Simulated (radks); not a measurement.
Values are calculated unless marked as measured or tabulated.
Charge is removed step by step from the 5s1/2 level of In, starting from [Kr] 4d10 5s2 5p1. Level of theory: Dirac Kohn-Sham, PBE, spin-unpolarised, spherical densities, finite nucleus; open shells fill j = l - 1/2 first; Fermi nuclear charge, rms radius 4.6156 fm (a radial shooting solver on a logarithmic mesh with Libxc functionals).

removed (e),E - E(0) (eV),eigenvalue (eV),E minus straight line (eV)
0,0.000,-8.094,0.000
0.25,2.248,-9.904,-0.715
0.5,4.959,-11.801,-0.966
0.75,8.154,-13.770,-0.733
1,11.850,-15.803,0.000

Removing the whole electron costs 11.850 eV by Delta-SCF, against 8.094 eV from minus the eigenvalue at the starting occupation. Slater's transition state (half an electron removed) gives 11.801 eV. Integrating minus the eigenvalue over the occupation (Janak's theorem) gives 11.850 eV. The mean slope of the eigenvalue, de/dn, is 7.71 eV per electron.
